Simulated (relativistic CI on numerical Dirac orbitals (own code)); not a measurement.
## Ligand-field terms of d7

Computed with a parametric ligand-field model of a d^n configuration (Racah B and C, spin-orbit zeta, crystal field), exact diagonalisation.

Field parameters in Wybourne normalisation: Oh B⁴₀ = 21Dq, B⁴₄ = √(5/14) B⁴₀; Td as Oh with Dq negative (B⁴₀ = 21Dq, B⁴₄ = √(5/14) B⁴₀). The field is a parameter set, without covalency.

(1) Ground term and bands for B = 680, C = 3360, ζ = 0 cm⁻¹, Oh, 10Dq = 15300 cm⁻¹?

(2) Ground term and bands for B = 1010, C = 4590, ζ = 0 cm⁻¹, Td, 10Dq = -11600 cm⁻¹?

(3) A d7 ion in Oh symmetry has the ground term 4T1 and bands at 2E 1708 cm⁻¹, 4T2 9191 cm⁻¹ (1088 nm), 2T1 10469 cm⁻¹ (955 nm), 2T2 10874 cm⁻¹ (920 nm), 4T1 17181 cm⁻¹ (582 nm), 4A2 19391 cm⁻¹ (516 nm). Which parameters reproduce them?

(4) A d7 ion in Td symmetry has the ground term 4A2 and bands at 4T2 4450 cm⁻¹ (2247 nm), 4T1 7677 cm⁻¹ (1303 nm), 2E 16758 cm⁻¹ (597 nm), 2T1 17317 cm⁻¹ (577 nm), 4T1 17523 cm⁻¹ (571 nm), 2A1 19400 cm⁻¹ (515 nm). Which parameters reproduce them?

(5) A d7 ion in Oh symmetry has the ground term 2E and bands at 4T1 14773 cm⁻¹ (677 nm), 2T1 21346 cm⁻¹ (468 nm), 2T2 21782 cm⁻¹ (459 nm), 2T1 23983 cm⁻¹ (417 nm), 2T2 30511 cm⁻¹ (328 nm), 4T2 36572 cm⁻¹ (273 nm), 4T1 41070 cm⁻¹ (243 nm). Which parameters reproduce them?

Results:

(1) Ground term 4T1 with 2.03 electrons in the two orbitals of the cubic e set. Spin-allowed: 4T2 14011 cm⁻¹ (714 nm), 4T1 22922 cm⁻¹ (436 nm), 4A2 29311 cm⁻¹ (341 nm). Lowest spin-forbidden: 2E 193 cm⁻¹, 2T1 13413 cm⁻¹ (746 nm), 2T2 14087 cm⁻¹ (710 nm).

(2) Ground term 4A2 with 4.00 electrons in the two orbitals of the cubic e set. Spin-allowed: 4T2 11600 cm⁻¹ (862 nm), 4T1 18786 cm⁻¹ (532 nm), 4T1 31164 cm⁻¹ (321 nm). Lowest spin-forbidden: 2E 20638 cm⁻¹ (485 nm), 2T1 21562 cm⁻¹ (464 nm), 2T2 28352 cm⁻¹ (353 nm). With an A2 ground term the first spin-allowed band lies at |10Dq| itself.

(3) B = 600, C = 2480, ζ = 0 cm⁻¹, Oh, 10Dq = 10200 cm⁻¹.

(4) B = 790, C = 3930, ζ = 0 cm⁻¹, Td, 10Dq = -4450 cm⁻¹.

(5) B = 360, C = 1660, ζ = 0 cm⁻¹, Oh, 10Dq = 22700 cm⁻¹.
